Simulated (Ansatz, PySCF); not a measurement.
F2H2HfO2, SMILES [OH][Hf]([OH])([F])[F], multiplicity 1.

Geometry optimised at B3LYP-D3(BJ)/def2-SVP. The multiplicity is an assumed one; no other spin state was optimised. The structure was generated by enumeration; whether it is a known compound was not checked. The def2 effective core potentials stand for the cores of Hf; spin–orbit coupling is left out. Other conformers were not sampled.

Vertical ionisation energy (IE) and electron affinity (EA) in eV. Rows of orbital energies are one-electron estimates. Where ΔSCF, EOM or ADC give a negative EA the extra electron is unbound and the value depends on the basis.

```tsv
level	IE	EA
−ε(HOMO), −ε(LUMO), r2SCAN/def2-TZVP (PySCF)	8.18	0.48
−ε(HOMO), −ε(LUMO), PBE/def2-TZVP (PySCF)	7.77	1.08
ΔSCF, PBE0/def2-SVPD (Ansatz), final states of multiplicity 2 and 2	11.86	-0.56
ΔSCF, PBE/def2-SVPD (Ansatz), final states of multiplicity 2 and 2	11.30	-0.41
```

What vertical singlet–triplet gap does ΔSCF give with PBE0/def2-SVPD (Ansatz, a first-principles code) and with PBE/def2-SVPD (Ansatz)? (The exact figures need the calculation; the answer reports its results.)

7.68 and 7.03 eV (triplet above singlet where positive).
